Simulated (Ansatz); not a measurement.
**Changing the shape of AuO, doublet**

Computed with Ansatz's Gaussian-basis code (development build). Basis cc-pwCVTZ-PP on Au, cc-pVTZ on O, scalar-relativistic core potentials (60 electrons on Au), no spin–orbit coupling, 1 orbital frozen in the corrections; active space CAS(17,10). Restricted Hartree–Fock, then the lowest state-specific CASSCF solution met for each case. Coupled cluster stands on the determinant that it favours, not always the lowest RHF. On stretched bonds single-reference methods can fail or change state. Solutions in different active orbitals can move differences by tenths of an eV and at times more than 1 eV.

Case A: bond length 1.8490 Å.

Case B: bond length 2.1264 Å.

Energy less that of case A, in eV:

```csv
case,RHF/ROHF,CASSCF,CCSD(T)
B,-0.016,-0.092,+0.379
```

(1) What does SC-NEVPT2 give for these differences?

(2) Which case is lowest, and do the methods agree?

## Answers

(1) B: +0.343 eV (7.9 kcal/mol).

(2) A is lowest in SC-NEVPT2. CASSCF puts B lowest.
